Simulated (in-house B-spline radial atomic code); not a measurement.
**RPA and G0W0 on TPSS: Sc VII (Sc6+)**

Configuration [Ne] 3s2 3p3, highest spin, mean-field start TPSS. Computed with an all-electron radial atomic-structure program (B-spline basis): all electrons, scalar-relativistic (spin-free one-electron X2C), finite nucleus, each spin shell either full or empty, empty states to l = 9 with an (l + 1/2)⁻⁴ tail; G0W0 by contour deformation at full frequency.

Command:
```bash
python run_gw.py task.json out
```
Settings (radii: box in bohr, nucleus in fm):
```
Z                        21
electrons                15
configuration            [Ne] 3s2 3p3
hamiltonian              x2c
method                   tpss,tpss
lmax                     9
rms_radius               3.5459
spin_polarised           True
box_radius               9.29
intervals                68
```

Run time, properties included: 1.6 s on 1 thread of Arm Neoverse V1, with other jobs on the host.

Energies (hartree):

```
                                     term       value
                         mean-field total  -752.43664
Hartree-Fock functional on these orbitals  -751.77453
                      direct second order     -1.1006
                    second-order exchange     0.40096
                         SOSEX correction     0.36335
```

**Question.** What is the RPA correlation energy, and what remains with SOSEX?

**Answer.** RPA gives -0.96772 hartree (-1.76 eV per electron); RPA + SOSEX gives -0.60437, and the second-order doubles -0.69961 hartree (no singles). RPA lacks exchange-type terms and so overcorrelates at short range.

Quasi-particle levels (eV):

```csv
level,occupied,mean field,Σx - vxc,Σc,QP weight,G0W0
3p up,yes,-126.77,-10.07,?,?,?
3s down,yes,-143.02,-6.97,-3.22,0.957,-153.21
2p down,yes,-496.03,-35.81,7.85,0.917,-523.98
3p down,no,-119.80,11.83,-3.55,0.951,-111.52
```

G0W0 = mean field + (Σx - vxc) + Σc, with Σc (partial-wave tail included) taken at the quasi-particle energy. Only the outer levels were computed. Levels of low weight are left out.

**Question.** Where does G0W0 put 3p up?

**Answer.** At -137.01 eV, with Σc = -0.17 eV and a quasi-particle weight of 0.951. The tabulated removal energy is 137.99 ± 0.25 eV (NIST, semi-empirical); the calculation leaves out spin-orbit coupling, Breit and QED terms, and what these don't explain is the method's own error.
